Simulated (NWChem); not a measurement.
System: CdGeH4; SMILES [CdH][GeH3]

Program: NWChem. Structure relaxed at the PBE0/def2-SVP level. No frequency run checked for a minimum. def2 effective core potentials on Cd; no spin-orbit coupling. Ions are spin-unrestricted doublets at the neutral geometry; other ion states weren't tried.

For level PBE0/def2-SVP:

```
Item           Result
-------------  ------
−ε(HOMO) (eV)    7.12
```

Q: What are these values for level PBE/def2-SVP?

A: The −ε(HOMO) (eV) comes out as 6.12.
